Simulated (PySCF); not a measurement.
# Spin states and ions at one geometry of Hf(BH4)4

PySCF 2.14.0, RKS TPSS, Hf def2-SVP with ECP60, B def2-SVP, H def2-SVP; non-relativistic Hamiltonian with scalar-relativistic core potentials where named; density fitting; no spin-orbit coupling; singlets restricted, open shells unrestricted. The geometry is relaxed for charge 0, singlet, vacuum:

```xyz
21

Hf    0.0000    0.0000   -0.0529
B     1.2763    1.3985    1.2854
H     1.9362    2.1242    1.9768
H     0.0605    1.3521    1.6056
H     1.6514    0.1980    1.2951
H     1.2703    1.7170    0.0685
B    -1.2763   -1.3985    1.2854
H    -1.9362   -2.1242    1.9768
H    -0.0605   -1.3521    1.6056
H    -1.6515   -0.1980    1.2951
H    -1.2703   -1.7170    0.0685
B     1.3989   -1.2774   -1.3895
H     2.1235   -1.9364   -2.0829
H     1.4179   -1.6006   -0.1738
H     0.1844   -1.3375   -1.7128
H     1.6653   -0.0476   -1.3943
B    -1.3989    1.2774   -1.3895
H    -2.1235    1.9364   -2.0829
H    -1.4179    1.6006   -0.1738
H    -0.1844    1.3375   -1.7128
H    -1.6653    0.0476   -1.3943
```

Energies count from the relaxed state; an electron taken off or put on is at rest in vacuum. Charges and spins are Mulliken's.

| state | energy (eV) | spin squared | charge on Hf1 (e) | spin on Hf1 (e) | dipole about the centre of mass (D) |
| --- | --- | --- | --- | --- | --- |
| charge 0, singlet, vacuum | 0.00 | 0.00 | 0.34 | 0.00 | 0.01 |
| charge 0, triplet, vacuum | 6.57 | 2.00 | 0.10 | 0.70 | 0.12 |

Task: What does the state charge -1, doublet, vacuum give?

Result: energy (eV) 0.53, spin squared 0.75, charge on Hf1 (e) 0.22, spin on Hf1 (e) 0.62, dipole about the centre of mass (D) 0.01.

With an electron put on (doublet) the charges change, summed by element, by Hf -0.12 e, B -0.10 e, H -0.79 e. The vertical electron affinity is -0.53 eV, against −ε(LUMO) = 1.92 eV of the relaxed state. The basis has no diffuse functions, which an added electron needs. The added electron's level lies above zero.

Open shells may have lower solutions than those found.

No frequency check is given that shows the relaxed geometry to be a minimum.
